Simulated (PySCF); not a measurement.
Spinor energies of N⁺ (nitrogen, charge +1)

Start: [He] 2s1 2p2 3s1; 2s1/2 filled at m_j = +1/2; 2p3/2 filled at m_j = +1/2, +3/2; 3s1/2 filled at m_j = +1/2. Calculated with PySCF 2.14 in x2c-SVPall-2c with one added diffuse shell of s type (4s2p1d, 15 functions): generalised Hartree-Fock with the X2C-1e Hamiltonian and a Gaussian nucleus; one run each with spin-orbit coupling (SO) switched off, then screened by Boettger's factors. This is a chosen level, not necessarily the ground level.

| spinor shell | electrons | ε, spin-free (eV) | ε, screened SO (eV) | weight of nominal j (screened SO) | rms radius, screened SO (bohr) |
| --- | --- | --- | --- | --- | --- |
| 1s1/2 | 2 | -455.48 | -455.48 | 1.000 | 0.265 |
| 2s1/2 | 1 | -54.145 | -54.146 | 1.000 | 1.27 |
| 2p3/2 | 2 | -40.924 | -40.921 | 0.833 | 1.27 |
| 3s1/2 | 1 | -10.918 | -10.918 | 1.000 | 4.00 |

```tsv
quantity	spin-free	screened SO
E (hartree)	-53.00046	-53.00018
M_J	3	3
⟨J²⟩	12.001	12.001
⟨L²⟩	2.001	2.001
⟨S²⟩	6.000	6.000
```

Each row is a mean over spinors that exchange with the open shell spreads, by up to 4.907 eV (1s1/2).

Rows whose weight is well below 1 are mixtures of j = l ± 1/2: exchange outweighs spin-orbit coupling there, and the label is only the starting occupation.

Without spin-orbit coupling the j labels of p, d and f shells carry no meaning; the spin-free column gives the mean over the occupied spinors of each nl shell.
